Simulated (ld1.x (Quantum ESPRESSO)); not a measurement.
**In, TM: configuration errors across variants**

ld1.x (Quantum ESPRESSO) 7.5 input, shortened:

```
&input
   title='In', zed=49., rel=1, dft='PZ', iswitch=3,
   config='[Kr] 4d10 4f-2 5s2 5p1'
 /
 &inputp
   pseudotype=2, tm=.true., lloc=-2, rcloc=1.80,
   nlcc=.false.
 /
4
5S  1  0   2.00   0.00  1.95  1.95  0.0
5P  2  1   1.00   0.00  2.30  2.30  0.0
4D  3  2  10.00   0.00  1.30  1.30  0.0
4F  4  3  -2.00  -0.10  2.05  2.05  0.0
 &test
   configts(1)='4d10 5s2 5p1'
 /
```

All-electron excitation energies from the reference (eV): (1) 4d10 5s2 5p0 5.595; (2) 4d10 5s1 5p0 25.255; (3) 4d10 5s0 5p0 53.995; (4) 4d10 5s1 5p2 5.938; (5) 4d10 5s1 5p1 12.290; (6) 4d10 5s2 5p0.5 2.046; (7) 4d9 5s2 5p1 25.223; (8) 4d10 5s2 5p1 spin -0.117; (9) 4d10 5s1 5p0 spin 25.031.

Spin tests fill each open shell by Hund’s rule, majority spin first.

Tests that are not counted but printed errors over 1 eV. “local potential all-electron potential smoothed inside 0.98 bohr (lloc = -2)”: 4d9 5s2 5p1 (solver errors, printed error -3.7 eV). “local potential all-electron potential smoothed inside 1.42 bohr (lloc = -2)”: 4d9 5s2 5p1 (solver errors, printed error -32.9 eV).

A true bound ghost makes a file unfit for plane-wave use even where its test errors are small: the radial tests pick states by their node count and pass the ghost by. Where a test does run into it, the solver fails or the error is huge.

Errors AE − PS in meV (a dash: test not solved or not reliable):

| change | (1) | (2) | (3) | (4) | (5) | (6) | (7) | (8) | (9) | bound ghosts |
| --- | --- | --- | --- | --- | --- | --- | --- | --- | --- | --- |
| base | -0.8 | +4.8 | +7.3 | +0.7 | +4.5 | -0.3 | -48 | +1.2 | +12 | none |
| local potential all-electron potential smoothed inside 0.98 bohr (lloc = -2) | -1.3 | +0.7 | +7.9 | -0.3 | +0.5 | -0.4 | – | +1.2 | +9.7 | s, p |
| local potential all-electron potential smoothed inside 1.24 bohr (lloc = -2) | -1.7 | -2.2 | +7.9 | +2.7 | +14 | -0.1 | +147 | +1.2 | +7.7 | s |
| local potential all-electron potential smoothed inside 1.42 bohr (lloc = -2) | -3.6 | -14 | +7.9 | -0.2 | +1.0 | -0.7 | – | +1.0 | -0.8 | s |
| local potential all-electron potential smoothed inside 2.04 bohr (lloc = -2) | -1.1 | +2.3 | +5.8 | +0.4 | +3.4 | -0.3 | -104 | +1.2 | +10 | none |
| local potential all-electron potential smoothed inside 2.40 bohr (lloc = -2) | -1.6 | -1.9 | +0.3 | -0.1 | +1.7 | -0.4 | -179 | +1.1 | +6.3 | none |
| local potential all-electron potential smoothed inside 2.60 bohr (lloc = -2) | -2.0 | -5.5 | -3.9 | -0.5 | +0.2 | -0.5 | -221 | +1.0 | +3.0 | none |

(1) Give the same row for: local potential all-electron potential smoothed inside 1.84 bohr (lloc = -2).

Results:

(1) -0.9, –, +7.1, +0.6, +4.2, -0.3, -61, +1.2, +12; bound ghosts: none.
